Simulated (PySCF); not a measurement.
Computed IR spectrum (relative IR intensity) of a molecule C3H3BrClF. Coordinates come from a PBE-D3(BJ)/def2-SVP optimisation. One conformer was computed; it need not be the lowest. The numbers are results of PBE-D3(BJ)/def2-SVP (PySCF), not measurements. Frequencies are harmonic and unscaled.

```
ν (cm⁻¹)  relative intensity
--------  ------------------
407                      2.5
509                      6.3
799                       37
1018                      57
1085                     100
1173                      76
1394                      11
1676                      56
2972                      12
3049                     3.5
```

**Question.** Pick the molecule that these values belong to.
A) C/C(F)=C(\Cl)Br
B) C/C(Br)=C(\F)Cl
C) F[C@H]1C[C@]1(Cl)Br
D) C/C(Cl)=C(\F)Br

**Answer.** B, C/C(Br)=C(\F)Cl
